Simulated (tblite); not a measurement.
Run record: tight-binding relaxation, `C=CCB1C=CC=CC=C1`.

Computed with GFN2-xTB geometry optimisation, gas phase (tblite 0.8.0). Start geometry: from a force field or distance geometry. A driver script takes a list of jobs; this job's settings line and coordinates (Å) are shown.

Command:
```bash
OMP_NUM_THREADS=1 python probes_run.py task.json out
```

Input:
```
{"job": {"kind": "relax", "xc": "GFN2-xTB", "basis": "xTB"}, "charge": 0, "multiplicity": 1}
C      3.242500     0.226000     0.882000
C      2.523400     0.215000    -0.251700
C      1.627600    -0.933100    -0.525600
B      0.120100    -0.428400    -0.698100
C     -0.142700     1.118100    -0.644300
C     -1.238200     1.731200    -0.216600
C     -2.475900     1.189200     0.340500
C     -2.859100    -0.069300     0.491400
C     -2.183200    -1.322100     0.139700
C     -0.961200    -1.532200    -0.346600
H      3.107000    -0.625400     1.568600
H      3.910900     1.028300     1.151700
H      2.582100     0.998800    -0.956300
H      1.987900    -1.525800    -1.394400
H      1.701400    -1.597200     0.362300
H      0.675400     1.715300    -1.018700
H     -1.150900     2.816600    -0.297200
H     -3.158600     1.948700     0.680700
H     -3.858900    -0.148100     0.949300
H     -2.769200    -2.227500     0.306700
H     -0.689300    -2.561200    -0.524100
```

Output:
```
step      E/eV     max force
  0    -706.97276    2.645
  1    -707.20869    1.685
  2    -707.29267    0.739
  3    -707.35367    0.472
  4    -707.39225    0.409
  5    -707.41128    0.278
  6    -707.42410    0.315
  7    -707.44216    0.393
  8    -707.45675    0.312
  9    -707.47061    0.256
... (147 lines left out)
157    -707.61209    0.028
158    -707.61226    0.030
159    -707.61233    0.035
160    -707.61240    0.020
161    -707.61247    0.016
162    -707.61252    0.015
163    -707.61258    0.010
164    -707.61262    0.012
165    -707.61265    0.011
166    -707.61267    0.010
```

«max force» is the largest atomic force in eV/Å.

Q: From which step on does the largest force stay under 0.1 eV/Å, and how much energy is left to gain from there?

A: From step 145 (0.073 eV/Å), 6.9 meV above the end.

In short: energy lowered by 14.8 kcal/mol over 166 steps; largest atomic force 0.010 eV/Å at the end.

Q: Give the final coordinates.

A: 0.637 Å rms from the input after alignment:
```
atom  x, y, z in Å
C1     3.5640    0.4293    0.4024
C2     2.6724    0.0028   -0.4746
C3     1.6242   -1.0229   -0.2033
B4     0.1260   -0.4597   -0.1030
C5    -0.1036    1.0355    0.1038
C6    -1.2780    1.7168    0.2088
C7    -2.6007    1.2173    0.1571
C8    -3.0604   -0.0600    0.0185
C9    -2.3539   -1.2777   -0.1192
C10   -1.0085   -1.4807   -0.1744
H11    3.6036    0.0353    1.4057
H12    4.2918    1.1873    0.1629
H13    2.6580    0.4222   -1.4738
H14    1.6764   -1.7892   -0.9830
H15    1.8565   -1.5285    0.7395
H16    0.7829    1.6591    0.1819
H17   -1.2270    2.7930    0.3527
H18   -3.3679    1.9784    0.2531
H19   -4.1402   -0.1679    0.0202
H20   -2.9999   -2.1490   -0.1916
H21   -0.7246   -2.5245   -0.2842
```

Time: 1.1 s. Hardware: an Arm Neoverse V2 with one thread, no GPU, shared host with 96 logical CPUs at a one-minute load of 57.
Labels such as C1 count atoms from 1, the log's own numbers from 0.
